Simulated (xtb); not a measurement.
xtb input:

```bash
xtb mol.xyz --gfn 1 --sp --chrg 0 --uhf 0
```
mol.xyz:
```
2

Pb    -0.00000000    -0.00000000    -0.17080970
O      0.00000000     0.00000000     1.75079948
```

Problem. Predict the final energy.

Solution. -6.28092 Eh (GFN1-xTB).
